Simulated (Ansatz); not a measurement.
Basis-set extrapolation for C3H10BN (`CCB(C)N`) (PBE0-D4/def2-TZVP geometry, frozen core, Ansatz 0.2.0). Multiplicity 1, RHF reference.

```tsv
	def2-TZVPP	def2-QZVPP
HF	-198.702140	-198.711786
MP2 correlation	-0.850404	-0.905112
CCSD(T) correlation	-0.938236	not run
```

Energies in hartree. Use E(X) = E(∞) + A·exp(−7.88·√X) for Hartree–Fock and E(X) = E(∞) + B·X^(−2.97) for correlation, with X = 3 and 4, and add CCSD(T) minus MP2 of the smaller set to the MP2 limit.

Task: What is the CCSD(T) energy at the basis-set limit?

Result: HF limit: -198.711786 + (-0.009646) × 0.13774 = -198.71311. MP2 limit: -0.905112 + (-0.054708) × 0.74074 = -0.94564. Higher-order term: -0.938236 − (-0.850404) = -0.08783. Total: -199.74658 hartree, 278.8 kJ/mol below CCSD(T)/def2-TZVPP.
